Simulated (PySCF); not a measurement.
Compound: C7H12FPSi.
Cartesian coordinates in Å at the GFN2-xTB level; atoms count from 1:
```xyz
22
C7H12FPSi angstrom
C      3.6019    0.5604   -0.3502
C      2.2601    0.4135    0.1726
C      1.1610    0.2900    0.6364
C     -0.1804    0.1218    1.1516
C     -0.5646   -1.3647    1.2271
C     -0.9954   -1.8210   -0.1632
C     -2.0822   -0.8677   -0.6628
Si    -1.4729    0.8351   -0.0733
F     -2.6701    1.5466    0.7936
P     -0.6198    2.1653   -1.6618
H      3.8247   -0.2560   -1.0367
H      3.6900    1.5045   -0.8869
H      4.3276    0.5465    0.4633
H     -0.2311    0.5770    2.1440
H     -1.4021   -1.4788    1.9189
H      0.2707   -1.9628    1.5959
H     -0.1333   -1.7681   -0.8311
H     -1.3499   -2.8528   -0.1443
H     -3.0349   -1.1098   -0.1917
H     -2.2170   -0.9578   -1.7385
H     -1.8548    2.7028   -1.9843
H     -0.3380    3.1956   -0.7803
```

Definitions: NICS(0) = −σiso at the ring centroid; NICS(1) = −σiso and NICS(1)zz = −σzz at ±1 Å along the ring normal z. Level: GIAO PBE0/pcSseg-1 (PySCF, non-relativistic, gas phase) on the GFN2-xTB geometry, one conformer.

Ring bond lengths (Å), with Mayer bond orders in brackets: C4–C5 1.537 (1.03), C5–C6 1.525 (1.02), C6–C7 1.530 (1.02), C7–Si8 1.902 (0.91), Si8–C4 1.918 (0.81).

Problem. What do the NICS probes read (ppm)?

Solution. 
```
           ring                                              type  NICS(0)  NICS(1), two faces  NICS(1)zz, two faces  rms pucker (Å)  centre to ring atoms, mean (Å)
C4–C5–C6–C7–Si8  5-membered ring with Si; formal bonds all single     -4.7         -3.5 / -4.5           -2.2 / -2.6            0.20                            1.40
```

Problem. What can be read from them?

Solution. 
- C4–C5–C6–C7–Si8: mean NICS(1)zz -2.4 ppm, near zero. C4, C5, C6, C7, Si8 have four or more neighbours, and the NICS criterion for π rings isn't applied.

Problem. What field does 14.1 T along the ring normal induce along that normal at the second NICS(1) probe listed for ring C4–C5–C6–C7–Si8, 1 Å off the ring?

Solution. NICSzz × B0 = -2.6 ppm × 14.1 T = -37 μT, against the applied field.

Problem. How shielded are the nuclei of the rings and their hydrogens (means over atoms taken as equivalent)?

Solution. 
| atoms | environment | σ isotropic (ppm) | principal values of the symmetric part, first atom (ppm) |
| --- | --- | --- | --- |
| C4 | sp3 carbon bound to silicon | 165.3 | 160.6, 167.0, 168.3 |
| C5 | ring CH2 carbon | 148.3 | 129.7, 156.0, 159.3 |
| C6 | ring CH2 carbon | 160.1 | 138.2, 167.8, 174.2 |
| C7 | sp3 carbon bound to silicon | 166.6 | 154.2, 167.5, 178.1 |
| Si8 | fluorine-bound silicon | 277.0 | 236.9, 271.6, 322.5 |
| H14 | methine hydrogen | 29.50 | 24.4, 27.9, 36.2 |
| H15 | methylene hydrogen | 30.11 | 25.7, 27.6, 37.0 |
| H16 | methylene hydrogen | 29.67 | 24.8, 27.9, 36.3 |
| H17 | methylene hydrogen | 30.13 | 26.6, 28.4, 35.4 |
| H18 | methylene hydrogen | 29.83 | 24.0, 27.5, 38.0 |
| H19 | methylene hydrogen | 30.95 | 26.2, 28.3, 38.4 |
| H20 | methylene hydrogen | 30.61 | 26.6, 28.4, 36.9 |
